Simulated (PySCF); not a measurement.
Arsenic: a sound run and one with changed settings

Sound run: As⁺ [Ar] 3d10 4s2 4p2, As²⁺ [Ar] 3d10 4s2 4p1. All numbers are calculated (PySCF 2.14, the spin-free X2C one-electron Hamiltonian (Gaussian nucleus), in cc-pVTZ-DK). In the sound run the correlated levels freeze [Ar] 3d10. The sound run starts from symmetry-adapted Hartree-Fock orbitals and uses a fine grid where one is needed.

Changed run: the non-relativistic Hamiltonian (point nucleus). This setting is unsound on purpose.

```
species   method  sound run (hartree)  changed run (hartree)  converged
    As⁺      UHF          -2258.66841            -2218.29767        yes
    As⁺     TPSS          -2260.29709            -2219.93883        yes
    As⁺    M06-L          -2260.26945            -2219.90254        yes
    As⁺      MP2          -2258.72193            -2218.35183        yes
    As⁺  CCSD(T)          -2258.73883            -2218.36960        yes
   As²⁺      UHF          -2258.00776            -2217.63478        yes
   As²⁺     TPSS          -2259.61567            -2219.25376        yes
   As²⁺    M06-L          -2259.59953            -2219.22913        yes
   As²⁺      MP2          -2258.04766            -2217.67531        yes
   As²⁺  CCSD(T)          -2258.06249            -2217.69105        yes
```

Ionisation energy of As⁺:

```csv
method,sound run (eV),changed run (eV)
UHF,17.977,18.038
TPSS,18.542,18.642
M06-L,18.229,18.324
MP2,18.348,18.409
SCS-MP2,18.273,18.335
CCSD,18.380,18.439
CCSD(T),18.404,18.464
```

Most of the change in total energy is the relativistic energy itself. On top of that the contraction fixes the core shape for the Hamiltonian it was made with, so the changed run is not a good calculation with the other Hamiltonian either.

For comparison, NIST gives 18.589 eV between the lowest levels.
